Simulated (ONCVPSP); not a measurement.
Reading a pseudo-wave (S (Z = 16))

Columns: radius, all-electron u(r) and pseudo u(r) of the 3s shell (level -17.14 eV) of sulfur in the configuration [Ne] 3s2 3p4; PBE, non-relativistic, ONCV scheme, ONCVPSP 4.0.1.

```json
{"r (bohr)": "0.085", "all-electron": "0.1566", "pseudo": "0.0218"}
{"r (bohr)": "0.170", "all-electron": "-0.1468", "pseudo": "0.0482"}
{"r (bohr)": "0.255", "all-electron": "-0.3567", "pseudo": "0.0822"}
{"r (bohr)": "0.340", "all-electron": "-0.4045", "pseudo": "0.1245"}
{"r (bohr)": "0.425", "all-electron": "-0.3308", "pseudo": "0.1742"}
{"r (bohr)": "0.510", "all-electron": "-0.1881", "pseudo": "0.2303"}
{"r (bohr)": "0.595", "all-electron": "-0.0163", "pseudo": "0.2929"}
{"r (bohr)": "0.680", "all-electron": "0.1582", "pseudo": "0.3627"}
{"r (bohr)": "0.765", "all-electron": "0.3198", "pseudo": "0.4397"}
{"r (bohr)": "0.850", "all-electron": "0.4607", "pseudo": "0.5215"}
{"r (bohr)": "0.935", "all-electron": "0.5777", "pseudo": "0.6035"}
{"r (bohr)": "1.020", "all-electron": "0.6710", "pseudo": "0.6794"}
{"r (bohr)": "1.105", "all-electron": "0.7416", "pseudo": "0.7432"}
{"r (bohr)": "1.190", "all-electron": "0.7914", "pseudo": "0.7913"}
{"r (bohr)": "1.275", "all-electron": "0.8227", "pseudo": "0.8226"}
{"r (bohr)": "1.360", "all-electron": "0.8382", "pseudo": "0.8381"}
{"r (bohr)": "1.445", "all-electron": "0.8403", "pseudo": "0.8403"}
{"r (bohr)": "1.530", "all-electron": "0.8316", "pseudo": "0.8316"}
{"r (bohr)": "1.615", "all-electron": "0.8143", "pseudo": "0.8143"}
{"r (bohr)": "1.700", "all-electron": "0.7904", "pseudo": "0.7904"}
{"r (bohr)": "1.785", "all-electron": "0.7614", "pseudo": "0.7614"}
{"r (bohr)": "1.870", "all-electron": "0.7290", "pseudo": "0.7290"}
{"r (bohr)": "1.955", "all-electron": "0.6942", "pseudo": "0.6942"}
{"r (bohr)": "2.040", "all-electron": "0.6580", "pseudo": "0.6580"}
{"r (bohr)": "2.125", "all-electron": "0.6212", "pseudo": "0.6212"}
{"r (bohr)": "2.210", "all-electron": "0.5845", "pseudo": "0.5845"}
```

Q: How many radial nodes do the two functions have?

A: The all-electron 3s function has n − l − 1 = 2; the pseudo-wave has 0, since the states of the same l below it are removed with the core.

Q: Where does each function peak?

A: Outermost all-electron maximum near 1.45 bohr, pseudo maximum near 1.45 bohr (to the table’s step).

Q: Is the pseudo-wave norm-conserving?

A: Yes: the ONCV scheme keeps the norm inside the radius equal to the all-electron one, which fixes the energy derivative of the logarithmic derivative at the level.
